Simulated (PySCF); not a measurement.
Mapped SMILES: `[CH3:1][Si:2]([CH3:3])([CH3:4])[O:5][SiH3:6]` (H(Xn): hydrogen on atom n).

GIAO PBE0/pcSseg-1 shifts (PySCF 2.14.0 with density-fitted response routines, gas phase, non-relativistic, equivalent atoms averaged), each against references optimised in the same way as the molecule (TMS, H2O).

On the GFN2-xTB geometry: C1/C3/C4 2.3, Si2 8.8, Si6 -47.5, O5 29.9, H(Si6) 5.15, H(C1)/H(C3)/H(C4) 0.09 ppm.

Question: What changes on the PBE0-D3(BJ)/def2-SVP geometry?

Answer: 
| atoms | δ (ppm) | change |
| --- | --- | --- |
| C1/C3/C4 | 1.1 | -1.2 |
| Si2 | 20.8 | +12.0 |
| Si6 | -44.1 | +3.4 |
| O5 | 35.2 | +5.3 |
| H(Si6) | 4.98 | -0.17 |
| H(C1)/H(C3)/H(C4) | 0.13 | +0.04 |

Bonds between heavy atoms that differ most (equivalent bonds averaged): Si2–O5 1.633 → 1.675 Å, O5–Si6 1.614 → 1.649 Å, C1–Si2 1.903 → 1.872 Å. Mean change of bonds to hydrogen: C–H +0.016 Å, Si–H +0.032 Å. The two structures also differ in conformation, which adds to the changes.
